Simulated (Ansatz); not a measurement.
CH6BrNOSi can be A, `CO[SiH](N)Br`, or B, `N[SiH](Br)CO`.

Gas-phase electronic energies from Ansatz, PBE0-D4/def2-TZVP geometries. CCSD(T)/CBS is the MP2 limit (def2-TZVPP, def2-QZVPP) plus CCSD(T) − MP2 in def2-TZVPP, frozen cores. DFT in def2-TZVPP. B3LYP here is the variant with VWN-RPA as its local correlation; programs differ in this. For Br outer-core shells are correlated without core-valence functions, which leaves a few kJ/mol of doubt a bond. Scalar relativity is left out up to krypton. One conformer a species, not always the lowest.

Problem. Which isomer does CCSD(T)/CBS put lower? Give the gap. (Estimate.)

Solution. The calculation gave: A, by 27.3 kcal/mol.

Problem. Give E(B) − E(A) in kcal/mol with PBE-D4, CCSD(T)/def2-TZVPP, CCSD/def2-TZVPP, B2PLYP, ωB97M-V, HF/def2-TZVPP, B3LYP-D4. (Estimate.)

Solution. The calculation gave: PBE-D4 23.5, CCSD(T)/def2-TZVPP 27.4, CCSD/def2-TZVPP 28.1, B2PLYP 28.1, ωB97M-V 26.8, HF/def2-TZVPP 32.0, B3LYP-D4 27.2. None reverses the order clearly.

Largest T1 diagnostic: 0.009.

In def2-TZVPP, CCSD(T) changes the Hartree–Fock value by −4.6 kcal/mol (the triples alone add −0.6 kcal/mol) and MP2 by −3.9 kcal/mol. From PBE to PBE0 (25 % exact exchange), in def2-TZVPP and without D4, E(B) − E(A) moves by +1.5 kcal/mol.
